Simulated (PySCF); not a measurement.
A structure optimised at PBE-D3(BJ)/def2-SVP, used in a PySCF frequency run:

```
Si
F 1 1.6272
Cl 1 2.0570 2 107.30
I 1 2.4370 2 108.03 3 -119.25
I 1 2.4370 2 108.03 3 119.25
```
Charge 0, spin multiplicity 1.

**Question.** Write its SMILES, formula and point group.

**Answer.** F[Si](Cl)(I)I, ClFI2Si, Cs

**Question.** What are its rotational constants (standard atomic weights)?

**Answer.** 1.1742, 0.44610, 0.36815 GHz
